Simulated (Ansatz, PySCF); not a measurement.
This singlet lies 1.55 eV below the relaxed triplet at the level composite: frozen-core CCSD(T) with HF/cc-pVQZ and the correlation energy extrapolated as X^-3 from cc-pVTZ and cc-pVQZ, plus CCSDT(Q) minus CCSD(T) in cc-pVDZ // PBE0-D3(BJ)/def2-TZVP (Ansatz, an electronic-structure program).

**CH3N, SMILES `[CH]N` (lower singlet) (charge 0, multiplicity 1)**

Calculation: PBE0-D3(BJ)/def2-TZVP in PySCF 2.14.0.

| Property | Result |
|---|---|
| HOMO | -5.95 eV |
| dipole moment | 3.57 D |
| HOMO–LUMO gap | 5.59 eV |
| LUMO | -0.37 eV |
| total energy | -94.4958 Ha |
| cost | about 5 core-seconds (a rough figure) |

```xyz
5

C      0.7813    -0.5591     0.0207
N     -0.4121    -0.0388     0.0021
H      1.4915     0.2905    -0.0134
H     -0.6397     0.9534    -0.0362
H     -1.2210    -0.6460     0.0269
```
